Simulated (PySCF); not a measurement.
# Correlation energy of Cu (copper, neutral)

[Ar] 3d10 4s1, 2S determinant. All numbers are calculated (PySCF 2.14, scalar relativity by spin-free X2C-1e, in x2c-TZVPall). Frozen: [Ar]; 11 electrons correlated.

MP2 pair energies summed by pair of shells (mhartree):

```json
{"pair": "3d-3d", "energy": "-391.45", "share (%)": "95.7"}
{"pair": "3d-4s", "energy": "-17.53", "share (%)": "4.3"}
```

Total MP2 correlation energy: -408.98 mhartree.

Same-spin part -153.01 and opposite-spin part -255.97 mhartree; SCS-MP2 scales them by 1/3 and 6/5 to -358.16 mhartree.

| level | correlation energy (mhartree) |
| --- | --- |
| CCSD | -354.86 |
| (T) | -12.68 |
| CCSD(T) | -367.54 |

Diagnostics: T1 = 0.023, D1 = 0.0532, largest double amplitude 0.025.

Cost of the coupled-cluster step: 2.4 s of wall time on 1 thread of Intel(R) Xeon(R) Platinum 8375C CPU @ 2.90GHz (shared host), for 11 correlated electrons.
